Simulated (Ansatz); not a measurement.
Reaction (stannylene formation by 1,1-elimination): `C[O][SnH]([CH3])[OH]` → `C[O][Sn][CH3]` + H₂O

Computed with Ansatz on PBE0-D4/def2-TZVP structures; ΔE is electronic, products minus reactants. CBS: MP2 limit from def2 TZ/QZ plus the TZ coupled-cluster correction, frozen cores. This one scheme is used for every species. Functionals use def2-TZVPP. B3LYP here is the variant with VWN-RPA as its local correlation; programs differ in this. Elements past krypton have def2 core potentials. For Sn outer-core shells are correlated without core-valence functions, which leaves a few kJ/mol of doubt a bond. One conformer a species, not always the lowest.

```json
{"level": "PBE-D4", "ΔE (kcal/mol)": "6.4", "difference from CCSD(T)/CBS": "-4.7"}
{"level": "r2SCAN-D4", "ΔE (kcal/mol)": "10.9", "difference from CCSD(T)/CBS": "-0.2"}
{"level": "PBE0-D4", "ΔE (kcal/mol)": "9.6", "difference from CCSD(T)/CBS": "-1.5"}
{"level": "ωB97X-V", "ΔE (kcal/mol)": "13.5", "difference from CCSD(T)/CBS": "2.4"}
{"level": "ωB97M-V", "ΔE (kcal/mol)": "10.4", "difference from CCSD(T)/CBS": "-0.7"}
{"level": "PBE", "ΔE (kcal/mol)": "5.6", "difference from CCSD(T)/CBS": "-5.5"}
{"level": "B3LYP", "ΔE (kcal/mol)": "4.2", "difference from CCSD(T)/CBS": "-6.9"}
{"level": "MP2/def2-TZVPP", "ΔE (kcal/mol)": "10.6", "difference from CCSD(T)/CBS": "-0.5"}
{"level": "SCS-MP2/def2-TZVPP", "ΔE (kcal/mol)": "10.1", "difference from CCSD(T)/CBS": "-1.0"}
{"level": "CCSD/def2-TZVPP", "ΔE (kcal/mol)": "10.8", "difference from CCSD(T)/CBS": "-0.3"}
{"level": "CCSD(T)/def2-TZVPP", "ΔE (kcal/mol)": "11.2", "difference from CCSD(T)/CBS": "0.1"}
{"level": "HF/def2-QZVPP", "ΔE (kcal/mol)": "10.9", "difference from CCSD(T)/CBS": "-0.2"}
{"level": "MP2/def2-QZVPP", "ΔE (kcal/mol)": "10.5", "difference from CCSD(T)/CBS": "-0.6"}
{"level": "HF/CBS(def2)", "ΔE (kcal/mol)": "10.9", "difference from CCSD(T)/CBS": "-0.2"}
{"level": "MP2/CBS(def2)", "ΔE (kcal/mol)": "10.4", "difference from CCSD(T)/CBS": "-0.7"}
{"level": "CCSD/CBS(def2)", "ΔE (kcal/mol)": "10.7", "difference from CCSD(T)/CBS": "-0.4"}
{"level": "CCSD(T)/CBS", "ΔE (kcal/mol)": "11.1", "difference from CCSD(T)/CBS": "0"}
```

Largest T1 diagnostic among the species: 0.017.

From PBE to PBE0 (25 % exact exchange), in def2-TZVPP and without D4, ΔE moves by +3.3 kcal/mol. The D4 term adds +1.3 kcal/mol with B3LYP and +0.8 kcal/mol with PBE0; it sums over pairs of atoms, weighted by their polarisabilities, and B3LYP, whose exchange is more repulsive, gets the larger term.
